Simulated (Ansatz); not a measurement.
CH11NSi4, SMILES [SiH3]/N=C\[SiH]([SiH3])[SiH3].

Geometry: r2SCAN-D4/def2-SVP. The structure was generated by enumeration; whether it is a known compound was not checked. Other conformers were not sampled.

Two levels are set side by side: PBE/def2-SVPD (Ansatz, a program for electronic structure) and PBE0/def2-SVPD (Ansatz). Energy differences of separate SCF runs at the same geometry; the states with an electron removed or added have multiplicity 2 and 2. Differences are taken from unrounded values.

```json
[
 {"quantity": "vertical ionisation energy (eV)", "PBE0": "8.25"},
 {"quantity": "vertical singlet–triplet gap (eV)", "PBE0": "2.45"}
]
```

Problem. What does PBE give, and how far is it from PBE0? (An estimate is asked for; the answer gives what the named calculation found.)

Solution. 
| quantity | PBE | PBE minus PBE0 |
|---|---|---|
| vertical ionisation energy (eV) | 8.07 | -0.18 |
| vertical singlet–triplet gap (eV) | 2.43 | -0.02 |
